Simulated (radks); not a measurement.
Species: Cd4+. Configuration: [Ar] 3d10 4s2 4p5 4d8 5s1 (not the ground configuration). All-electron calculation, scalar-relativistic Kohn-Sham, BLYP, spin-polarised, spherical densities, finite nucleus; open shells are filled with parallel spins first (spin-orbit coupling, left out, can overturn this in heavy ions); Fermi nuclear charge, rms radius 4.6087 fm. Program: a radial shooting solver on a logarithmic mesh with Libxc functionals.

Unscreened Slater integrals over Kohn-Sham orbitals (hartree). They are taken over the spin-up orbitals.

integral,value
"F0(5s,5s)",0.43498
"F0(5s,4d)",0.52176
"G2(5s,4d)",0.078039
"F0(5s,4p)",0.53641
"G1(5s,4p)",0.042548
"F0(5s,4s)",0.54163
"G0(5s,4s)",0.029006
"F0(4d,4d)",0.80834
"F2(4d,4d)",0.41030
"F4(4d,4d)",0.27172
"F0(4d,4p)",0.87613
"F2(4d,4p)",0.44339
"G1(4d,4p)",0.56234
"G3(4d,4p)",0.34733
"F0(4d,4s)",0.90183
"G2(4d,4s)",0.42326
"F0(4p,4p)",0.96480
"F2(4p,4p)",0.50769
"F0(4p,4s)",0.99969
"G1(4p,4s)",0.68064
"F0(4s,4s)",1.0393

Derived for the open shells (J is the average intra-shell exchange parameter used in DFT+U). 4p: J = F2/5 = 0.1015 hartree. 4d: Racah B = F2/49 - 5 F4/441 = 0.005293 hartree, C = 35 F4/441 = 0.02156 hartree, C/B = 4.07, F4/F2 = 0.662, J = (F2 + F4)/14 = 0.04872 hartree.
